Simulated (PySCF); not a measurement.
CH3O (SMILES [CH2]O), doublet, at a GFN2-xTB geometry. Base run: DF-CAMB3LYP/3-21G (PySCF).

PySCF was given this input:
```python
from pyscf import gto, scf, dft

mol = gto.M(
    atom='''
C     0.68555475    0.02506030   -0.03326015
O    -0.67125356   -0.12186477   -0.00544343
H    -1.09819889    0.73923507   -0.05875489
H     1.12820553    0.97457786    0.20251259
H     1.22669342   -0.88925661    0.09935069
''',
    basis='3-21g',
    spin=1,
    verbose=3,
)

mf = dft.UKS(mol)
mf.xc = 'camb3lyp'
mf = mf.density_fit(auxbasis='def2-universal-jkfit')
mf.kernel()
```

Each row names what was changed in the base input (with any setting that the change needs).

```
change                 basis functions      E (Eh)  HOMO (eV)  dipole (D)  core-seconds (rough)
---------------------  ---------------  ----------  ---------  ----------  --------------------
base                                24  -114.35918      -5.96        1.75                     3
basis = pcseg-0                     24  -114.67800      -6.31        1.90                     4
basis = 6-31G                       24  -114.96336      -6.33        1.90                     3
basis = 6-31+G*                     42  -115.00941      -6.61        1.74                     3
basis = pcseg-1                     43  -114.98940      -6.51        1.61                     4
basis = 6-311G**                    54  -115.04408      -6.44        1.59                     5
basis = 6-311+G(2d,p)               72  -115.05368      -6.69        1.60                     6
basis = pc-2                       102  -115.06780      -6.68        1.57                     8
basis = cc-pVTZ                    102  -115.05871      -6.55        1.51                     8
basis = def2-TZVPP                 104  -115.06507      -6.64        1.53                     7
basis = aug-cc-pVTZ                161  -115.06291      -6.70        1.51                    10
basis = cc-pVQZ                    200  -115.06989      -6.64        1.51                    20
basis = def2-QZVPP                 204  -115.07307      -6.69        1.52                    20
```

Totals compare only among sets that treat the same electrons; sets with core potentials leave the core out.

Open shells are given as the SCF converged; they aren't shown to be the lowest states, and a large step between rows can be another state.
